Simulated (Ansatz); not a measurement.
Several settings on one geometry of Sr₃⁻ (the lowest doublet isomer of a short search) (that of the charge -1 doublet, r2SCAN/def2-TZVPD). Ansatz on 4 threads of Arm Neoverse V2 on a shared host; times are rough.

Cartesian coordinates in Å:
```
Sr -1.163 -1.978 -0.516
Sr -0.732 1.362 1.792
Sr 1.895 0.616 -1.276
```

Totals from different functionals, basis sets or treatments of relativity can't be compared as stabilities.

In the def2 sets Sr takes a core potential; there is no spin–orbit coupling. Correlated methods freeze no core orbitals; core or outer-core shells of Sr are correlated, in sets that lack core-valence functions.

Scalar relativity in a set contracted without it gives distorted totals.

Problem. Give the basis size and estimate the energy, ⟨S²⟩ and time of these runs.

```tsv
run	method	charge	state	further keys
1	UKS revPBE/def2-TZVPD	-1	doublet	point_charges: [{charge: 1.00, position_ang: [6.329, 0.197, 0.779]}]; scf: {omitted_lower_state_checks: [starts]}
2	UKS PBE0-DH/def2-SVP	-1	doublet	forces asked
3	UKS B97M-V/def2-mTZVPP	-1	doublet	scf: {omitted_lower_state_checks: [starts]}
4	UKS PBE0/def2-mTZVP	-1	doublet	pseudopotentials: {relativity: scalar}; scf: {lower_state_search: full}
```

Solution. 
| run | functions | energy (Eh) | ⟨S²⟩ | wall time |
| --- | --- | --- | --- | --- |
| 1 | 99 | -92.3445 | 0.81 | 2.5 s |
| 2 | 69 | -91.9616 | 1.10 | 9.5 s |
| 3 | 99 | -92.1659 | 0.82 | 11 s |
| 4 | 99 | -92.0922 | 0.85 | 34 s |

The highest occupied level of an anion often lies above zero with these methods, and sets without diffuse functions describe the outer electron poorly. At UKS PBE0-DH/def2-SVP, UKS PBE0/def2-mTZVP the charge -1 doublet is spin-contaminated (final ⟨S²⟩ up to 1.10, 0.75 for a pure state).
